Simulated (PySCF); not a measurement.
Compound: C8H11P.
SMILES with atom numbers: `[CH3:1][CH:2]([CH3:3])[c:4]1[cH:5][cH:6][p:7][cH:8][cH:9]1`

Structure used (GFN2-xTB), in Å, numbered top down from 1:
```xyz
20
C8H11P angstrom
C     -1.837   -0.215    1.139
C     -1.121   -0.384   -0.204
C     -1.679    0.591   -1.244
C      0.371   -0.208   -0.046
C      0.887    1.006    0.397
C      2.229    1.262    0.572
P      3.520    0.142    0.279
C      2.592   -1.225   -0.243
C      1.218   -1.269   -0.347
H     -1.726    0.799    1.514
H     -2.899   -0.422    1.025
H     -1.426   -0.901    1.877
H     -1.306   -1.403   -0.561
H     -1.562    1.620   -0.914
H     -2.738    0.402   -1.404
H     -1.158    0.473   -2.192
H      0.193    1.805    0.622
H      2.518    2.246    0.922
H      3.151   -2.115   -0.506
H      0.767   -2.194   -0.689
```

NICS = −σ at a ghost point: NICS(0) at the centroid of the ring atoms, NICS(1) 1 Å to either side along the normal of their mean plane, zz for the tensor component along that normal. Level: GIAO PBE0/pcSseg-1 (PySCF, non-relativistic, gas phase) on the GFN2-xTB geometry, one conformer.

Ring bond lengths (Å), with Mayer bond orders in brackets: C4–C5 1.391 (1.37), C5–C6 1.377 (1.49), C6–P7 1.734 (1.31), P7–C8 1.733 (1.32), C8–C9 1.378 (1.47), C9–C4 1.390 (1.43).

**Question.** Give the NICS values of each ring in ppm.

**Answer.** 
```csv
ring,type,NICS(0),"NICS(1), two faces","NICS(1)zz, two faces",rms pucker (Å),"centre to ring atoms, mean (Å)"
C4–C5–C6–P7–C8–C9,6-membered ring with P; formal bonds all aromatic,-7.4,-10.6 / -10.6,-26.3 / -26.3,0.00,1.49
```

**Question.** What can be read from them?

**Answer.** 
- C4–C5–C6–P7–C8–C9: mean NICS(1)zz -26.3 ppm, shielded.

**Question.** How equal are the bonds by HOMA? Use HOMA with the parameters of Krygowski (1993).

**Answer.** 
- C4–C5–C6–P7–C8–C9: HOMA 0.94; the largest term is that of C6–P7, α(R − Ropt)² = 0.15.

**Question.** List the ring angles and the Hirshfeld charges of the ring atoms.

**Answer.** 
- C4–C5–C6–P7–C8–C9: C4 120.6° (+0.019 e), C5 124.3° (-0.042 e), C6 125.7° (-0.107 e), P7 99.3° (+0.073 e), C8 125.6° (-0.108 e), C9 124.5° (-0.046 e); sum 720.0° against 720° for a flat convex ring.

**Question.** What are the shieldings of the ring atoms and their hydrogens in the same run (means over atoms taken as equivalent)?

**Answer.** 
```json
{"atoms": "C4", "environment": "substituted aromatic carbon", "σ isotropic (ppm)": "31.0"}
{"atoms": "C5 (×2)", "environment": "aromatic CH carbon", "σ isotropic (ppm)": "49.2"}
{"atoms": "C6 (×2)", "environment": "aromatic CH carbon", "σ isotropic (ppm)": "20.9"}
{"atoms": "P7", "environment": "phosphorus bonded to 2 C", "σ isotropic (ppm)": "100.1"}
{"atoms": "H17 (×2)", "environment": "aromatic hydrogen", "σ isotropic (ppm)": "23.62"}
{"atoms": "H18 (×2)", "environment": "aromatic hydrogen", "σ isotropic (ppm)": "22.49"}
```
